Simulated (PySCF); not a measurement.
SMILES Cc1ccc(C(F)(F)F)s1, singlet (GFN2-xTB optimised geometry):

```
15

C     -1.628    -2.297    -0.001
C     -0.707    -1.131     0.000
C      0.655    -1.131     0.000
C      1.216     0.162     0.000
C      0.263     1.136     0.000
C      0.480     2.603    -0.003
F     -0.039     3.211    -1.088
F      1.785     2.913     0.015
F     -0.071     3.222     1.059
S     -1.339     0.482     0.000
H     -1.057    -3.222    -0.004
H     -2.271    -2.277    -0.880
H     -2.269    -2.281     0.879
H      1.245    -2.029     0.000
H      2.271     0.366     0.000
```

Level of theory: B3LYP/def2-TZVP in PySCF.

Problem. What are the frontier orbital energies and the dipole moment?

Solution. HOMO-2 -9.89 eV, HOMO-1 -7.48 eV, HOMO -6.94 eV, LUMO -1.31 eV, LUMO+1 -0.03 eV; dipole moment 3.74 D.

Meta-Löwdin charges at B3LYP/def2-TZVP: C1 -0.33, C2 -0.08, C3 -0.16, C4 -0.12, C5 -0.20, C6 0.78, F7 -0.28, F8 -0.27, F9 -0.28, S10 0.30, H11 0.13, H12 0.13, H13 0.13, H14 0.13, H15 0.14.
